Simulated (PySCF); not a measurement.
Peak assignment

Atom-mapped SMILES (the numbers label the heavy atoms): `[CH2:1]=[C:2]1[CH:3]=[CH:4][c:5]2[cH:6][cH:7][cH:8][cH:9][c:10]21` (H(Xn): hydrogen on atom n). Ha(C1) is cis to C3; Hb(C1) is trans to C3.

Theory: structure optimised with PBE0-D3(BJ)/def2-SVP, shielding tensors at PBE0/pcSseg-1 (GIAO), in PySCF 2.14 (non-relativistic, gas phase, one conformer).

Scale: TMS for ¹³C (σref 184.41), ¹H (σref 31.27) (reference shieldings calculated alike).

Task: Assign these signals to the numbered atoms. ¹³C{¹H} NMR (computed): δ 155.0, 148.0, 141.2, 139.8, 136.3, 133.8, 130.6, 125.9, 124.9, 122.7.

Result: 
155.0 → C2, fully substituted alkene carbon: as expected for a trigonal carbon in a double bond
148.0 → C5, substituted aromatic carbon
141.2 → C4, alkene CH: an sp2 carbon of a C=C bond
139.8 → C10, substituted aromatic carbon
136.3 → C3, alkene CH: the olefinic region
133.8 → C7, aromatic CH: the aromatic region
130.6 → C8, aromatic CH
125.9 → C6, aromatic CH
124.9 → C9, aromatic CH
122.7 → C1, terminal =CH2 carbon: as expected for a trigonal carbon in a double bond

C4 and C10; C6 and C9 lie closer than the usual error of such a calculation, so a measured spectrum could show them in the other order.

Task: Assign these signals to the numbered atoms. ¹H NMR (600 MHz, computed): δ 7.69 (d, 1H), 7.35 (m, 1H), 7.33 (m, 1H), 7.25 (m, 1H), 6.95 (d, 1H), 6.55 (d, 1H), 6.39 (br s, 1H), 5.99 (br s, 1H).

Result: 
7.69 → H(C9), hydrogen on an aromatic CH: it sits in the deshielding region of the aromatic ring current
7.35 → H(C7), hydrogen on an aromatic CH
7.33 → H(C6), hydrogen on an aromatic CH
7.25 → H(C8), hydrogen on an aromatic CH
6.95 → H(C4), hydrogen on an alkene CH: olefinic region
6.55 → H(C3), hydrogen on an alkene CH
6.39 → Hb(C1), hydrogen on a terminal =CH2 carbon: a vinylic proton, deshielded by the sp2 carbon and the C=C anisotropy
5.99 → Ha(C1), hydrogen on a terminal =CH2 carbon

H(C7) and H(C6); H(C6) and H(C8) lie closer than the usual error of such a calculation, so a measured spectrum could show them in the other order.

Shifts are as computed. Against solution values, carbons near 30 ppm lie about +2 ppm off and those near 130 ppm about +5 ppm. Of 1211 compounds with measured shifts, 218 miss one by over three times the rms of a fit or turn the order of signals round; such compounds aren't used in these exercises. No couplings were computed; multiplicities are counted from neighbouring protons, with m where these are inequivalent, close in shift, in a saturated or five-membered ring or joined by F or P, and br s for small geminal =CH2 splittings.
